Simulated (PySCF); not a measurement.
## LiSb⁺: from constants to spectrum

UHF-CCSD(T) constants of LiSb⁺, ⁴Σ⁻ (quartet), unpaired electrons σ ↑, π ↑↑ (PySCF, scalar-relativistic core potentials, basis sets Li cc-pVDZ, Sb cc-pVDZ-PP with ECP28; masses 7.0160 and 120.9038 u):

* ωe: 228.9 cm⁻¹
* ωexe: 2.74 cm⁻¹
* Be: 0.2895 cm⁻¹
* αe: 0.00471 cm⁻¹
* D (centrifugal): 1.85e-06 cm⁻¹
* De to Li⁺ + Sb: 0.51 eV

(1) Give the vibrational terms G(v) and spacings up to v = 6.

(2) How well does the Morse estimate ωe²/(4ωexe) reproduce De, and what is D0?

Correlated steps freeze 4 core orbitals. Correlated levels converge slowly with the basis: in double zeta they bind strong bonds too weakly, by up to about 1 eV, and carry superposition errors of some tenths. These are scalar-relativistic numbers at best; spin–orbit coupling would shift them, the dissociation energy most. For an ion De counts to the pair picked by the measured ionisation energies or electron affinities, which need not be the lowest pair at this level. The state was picked by a PBE0 search and need not be the measured ground state.

Answers

(1) G(v) = ωe(v+½) − ωexe(v+½)².

```json
{"v": "0", "G(v) (cm⁻¹)": "113.8", "G(v) − G(v−1)": "", "Bv (cm⁻¹)": "0.2871"}
{"v": "1", "G(v) (cm⁻¹)": "337.2", "G(v) − G(v−1)": "223.4", "Bv (cm⁻¹)": "0.2824"}
{"v": "2", "G(v) (cm⁻¹)": "555.1", "G(v) − G(v−1)": "217.9", "Bv (cm⁻¹)": "0.2777"}
{"v": "3", "G(v) (cm⁻¹)": "767.6", "G(v) − G(v−1)": "212.5", "Bv (cm⁻¹)": "0.2730"}
{"v": "4", "G(v) (cm⁻¹)": "974.6", "G(v) − G(v−1)": "207.0", "Bv (cm⁻¹)": "0.2683"}
{"v": "5", "G(v) (cm⁻¹)": "1176.1", "G(v) − G(v−1)": "201.5", "Bv (cm⁻¹)": "0.2636"}
{"v": "6", "G(v) (cm⁻¹)": "1372.1", "G(v) − G(v−1)": "196.0", "Bv (cm⁻¹)": "0.2589"}
```

(2) It gives 0.59 eV, 116 % of the computed De. D0 = De − G(0) = 0.51 − 0.01 = 0.50 eV.
